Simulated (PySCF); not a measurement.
BrHOS2W, SMILES [O]=[W](=[S])([SH])[Br], multiplicity 1.

Coordinates come from a B3LYP-D3(BJ)/def2-SVP optimisation. The spin state was assumed, not searched. The def2 effective core potentials stand for the cores of W; spin–orbit coupling is left out. One conformer was computed; it need not be the lowest.

These are TDA-PBE0/def2-SVPD (PySCF) values and carry that method's errors.

Vertical excitations. Isolated molecule, no solvent.

Computed excitation energies, oscillator strengths and character:
| state | energy (eV) | λ (nm) | f | main pairs |
|---|---|---|---|---|
| S1 | 3.17 | 391 | 0.000 | HOMO→LUMO 52 %, HOMO→LUMO+1 44 % |
| S2 | 3.39 | 366 | 0.003 | HOMO→LUMO+1 43 %, HOMO→LUMO 39 %, HOMO−1→LUMO+1 16 % |
| S3 | 3.70 | 335 | 0.035 | HOMO−1→LUMO 70 %, HOMO−2→LUMO 15 % |
| S4 | 3.98 | 311 | 0.015 | HOMO−1→LUMO+1 60 %, HOMO−2→LUMO+1 13 % |
| S5 | 4.29 | 289 | 0.027 | HOMO−2→LUMO 67 %, HOMO−4→LUMO 10 % |
| S6 | 4.42 | 280 | 0.014 | HOMO−2→LUMO+1 49 %, HOMO−3→LUMO 34 % |
| S7 | 4.57 | 271 | 0.005 | HOMO→LUMO+2 84 % |
| S8 | 4.64 | 267 | 0.007 | HOMO−4→LUMO 51 %, HOMO−3→LUMO+1 21 %, HOMO−3→LUMO 8 % |
| S9 | 4.72 | 263 | 0.005 | HOMO−3→LUMO+1 54 %, HOMO−2→LUMO+1 12 %, HOMO−3→LUMO 12 %, HOMO−1→LUMO+2 11 % |
| S10 | 4.84 | 256 | 0.016 | HOMO−1→LUMO+2 25 %, HOMO−4→LUMO 19 %, HOMO−3→LUMO+1 14 %, HOMO→LUMO+4 8 % |
| T1 | 2.79 | 444 | 0 | HOMO→LUMO 45 %, HOMO→LUMO+1 31 %, HOMO−1→LUMO 14 % |
| T2 | 2.88 | 430 | 0 | HOMO→LUMO+1 46 %, HOMO−1→LUMO+1 28 %, HOMO−1→LUMO 9 % |
| T3 | 3.01 | 413 | 0 | HOMO→LUMO 47 %, HOMO−1→LUMO 31 %, HOMO→LUMO+1 12 % |
| T4 | 3.18 | 390 | 0 | HOMO−1→LUMO 43 %, HOMO−1→LUMO+1 38 %, HOMO→LUMO+1 8 % |
Triplets are in the Tamm–Dancoff approximation.
